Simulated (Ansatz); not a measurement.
Ansatz (a program for electronic structure) input (B3LYP-D3(BJ)/def2-TZVP):

Ansatz 0.2 input:
```yaml
crystal:
  periodic: [false, false, false]
  atoms:
    - {symbol: Sn, position_ang: [-0.02655156, 0.00885972, 1.19090266]}
    - {symbol: Br, position_ang: [1.02331303, 1.67350783, -0.56317497]}
    - {symbol: Br, position_ang: [-1.04740662, -1.68037080, -0.55454966]}
basis:
  gaussian:
    orbitals: def2-TZVP
hamiltonian:
  xc: b3lyp
  dispersion: d3bj
total_charge: 1
magnetization: {spin_polarized: true, initial_magnetization: 1}
relax: {f_tol: 0.002, max_steps: 150}
```

Output:

```
Functional definition: B3LYP
integrals: 0.11 GiB planned
1210 factors; integrals over basis functions are off by at most 1.6e-4 eV
mean field: 1.48 GiB planned
mean field evaluation 1: about -145915.9568 eV, gradient 2.6e1 eV
mean field evaluation 2: about -145875.4164 eV, gradient 8.3e1 eV
mean field evaluation 4: about -145920.9687 eV, gradient 5.5e0 eV
mean field evaluation 8: about -145921.1871 eV, gradient 1.9e-1 eV
mean field evaluation 16: about -145921.2159 eV, gradient 2.1e-3 eV
mean field evaluation 32: about -145921.2159 eV, gradient 5.3e-6 eV
mean field evaluation 64: about -145920.9512 eV, gradient 4.6e-1 eV
mean field -145921.21590186 eV, -5362.5057754409 hartree, gradient 5.3e-6 eV, S^2 0.760228; 10 other end points of the search recorded, 0 dependent functions left out
the calculation of the forces begins
reference -145921.21613000 eV, -5362.5057838247 hartree; 46, 45 occupied and 100, 101 virtual orbitals, 1210 factors
relax step   1: F+E_penalty+E_count = -145921.44085387 eV  Δ(F+E_penalty+E_count) = +0.000e0 eV  max|allowed force component| = 1.616e0 eV/Å  Δτ_max = 0.0000 Å  (290 SCF iters, accepted)
these checks for a lower state are left out or cut short: starts, cluster_reference, orbital_swaps, neighbouring_geometries, increment
integrals: 0.11 GiB planned
1210 factors; integrals over basis functions are off by at most 1.6e-4 eV
mean field: 1.49 GiB planned
mean field evaluation 96: about -145921.5013 eV, gradient 7.7e-4 eV
mean field -145921.50127875 eV, -5362.5162628480 hartree, gradient 2.5e-5 eV, S^2 0.757238; 1 other end points of the search recorded, 0 dependent functions left out
the calculation of the forces begins
reference -145921.50150464 eV, -5362.5162711495 hartree; 46, 45 occupied and 100, 101 virtual orbitals, 1210 factors
relax step   2: F+E_penalty+E_count = -145921.72177317 eV  Δ(F+E_penalty+E_count) = -2.809e-1 eV  max|allowed force component| = 6.738e-1 eV/Å  Δτ_max = 0.1981 Å  (62 SCF iters, accepted)
these checks for a lower state are left out or cut short: starts, cluster_reference, orbital_swaps, neighbouring_geometries, increment
integrals: 0.11 GiB planned
1210 factors; integrals over basis functions are off by at most 1.9e-4 eV
mean field: 1.50 GiB planned
mean field -145921.52867301 eV, -5362.5172695685 hartree, gradient 8.1e-5 eV, S^2 0.755454; 0 other end points of the search recorded, 0 dependent functions left out
the calculation of the forces begins
reference -145921.52889695 eV, -5362.5172777980 hartree; 46, 45 occupied and 100, 101 virtual orbitals, 1210 factors
relax step   3: F+E_penalty+E_count = -145921.74869108 eV  Δ(F+E_penalty+E_count) = -2.692e-2 eV  max|allowed force component| = 4.708e-1 eV/Å  Δτ_max = 0.1327 Å  (37 SCF iters, accepted)
these checks for a lower state are left out or cut short: starts, cluster_reference, orbital_swaps, neighbouring_geometries, increment
integrals: 0.11 GiB planned
1210 factors; integrals over basis functions are off by at most 1.6e-4 eV
mean field: 1.49 GiB planned
mean field -145921.55321954 eV, -5362.5181716367 hartree, gradient 1.5e-5 eV, S^2 0.756078; 0 other end points of the search recorded, 0 dependent functions left out
the calculation of the forces begins
reference -145921.55344506 eV, -5362.5181799245 hartree; 46, 45 occupied and 100, 101 virtual orbitals, 1210 factors
relax step   4: F+E_penalty+E_count = -145921.77018842 eV  Δ(F+E_penalty+E_count) = -2.150e-2 eV  max|allowed force component| = 2.270e-2 eV/Å  Δτ_max = 0.0418 Å  (40 SCF iters, accepted)
these checks for a lower state are left out or cut short: starts, cluster_reference, orbital_swaps, neighbouring_geometries, increment
integrals: 0.11 GiB planned
1210 factors; integrals over basis functions are off by at most 1.6e-4 eV
mean field: 1.50 GiB planned
mean field evaluation 128: about -145921.5545 eV, gradient 1.1e-5 eV
mean field -145921.55453162 eV, -5362.5182198550 hartree, gradient 1.1e-5 eV, S^2 0.756084; 0 other end points of the search recorded, 0 dependent functions left out
the calculation of the forces begins
reference -145921.55475736 eV, -5362.5182281506 hartree; 46, 45 occupied and 100, 101 virtual orbitals, 1210 factors
relax step   5: F+E_penalty+E_count = -145921.77058938 eV  Δ(F+E_penalty+E_count) = -4.010e-4 eV  max|allowed force component| = 7.086e-4 eV/Å  Δτ_max = 0.0155 Å  (42 SCF iters, accepted)
integrals: 0.11 GiB planned
1210 factors; integrals over basis functions are off by at most 1.6e-4 eV
mean field: 1.50 GiB planned
mean field -145921.55453162 eV, -5362.5182198550 hartree, gradient 1.1e-5 eV, S^2 0.756084; 3 other end points of the search recorded, 0 dependent functions left out
the calculation of the forces begins
reference -145921.55475736 eV, -5362.5182281506 hartree; 46, 45 occupied and 100, 101 virtual orbitals, 1210 factors
Total energy: -145921.77081512 eV, -5362.5261681268 hartree
Atom 0 at    -0.023531     0.006858     0.853810 Å, force    -0.000438    -0.000709     0.000043 eV/Å
Atom 1 at     1.103110     1.806203    -0.394767 Å, force     0.000103     0.000162    -0.000265 eV/Å
Atom 2 at    -1.130224    -1.811064    -0.385865 Å, force     0.000335     0.000546     0.000222 eV/Å
Dipole moment:    -0.003610     0.003410     0.452637 e Å
```
